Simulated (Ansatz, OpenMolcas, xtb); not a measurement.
## GeH2Cl (SMILES [Cl][GeH2]): the electronic atomisation energy, rung by rung

The species is GeH2Cl (4 atoms), meant as a doublet with charge 0. SMILES: `[Cl][GeH2]`. The shape is that of a PBE0-D4/def2-TZVP optimisation.

Quantity: the electronic atomisation energy, in eV. The values are calculated. Electronic energies at fixed atoms, without zero-point motion or spin-orbit coupling.

| level | kind | program | value (eV) | CPU time (all runs) |
| --- | --- | --- | --- | --- |
| GFN0-xTB | semi-empirical | xtb | 14.47 | under 2 s |
| UHF/def2-TZVPP | Hartree–Fock | OpenMolcas | 6.95 | 28 s |
| USVWN5/def2-TZVPP | LDA | OpenMolcas | 10.81 | 44 s |
| UBLYP/def2-TZVPP | GGA | OpenMolcas | 9.15 | 60 s |
| UM06-L/def2-TZVPP | meta-GGA | OpenMolcas | 9.61 | 74 s |
| UPBE0/def2-TZVPP | global hybrid | OpenMolcas | 9.34 | 59 s |
| FCI/STO-3G | exact in the basis | Ansatz | 11.73 | 3.2 s |

All-electron rows without a relativistic Hamiltonian named are non-relativistic. The values span 6.95 to 14.47 eV. The xTB rows lack spin polarisation, so open shells miss the exchange term that lowers them. High-level rows in very small sets aren't better than simpler rows in larger ones. Times are those of the runs behind each value, whatever else they computed, on shared processors of several kinds: orders of magnitude only.
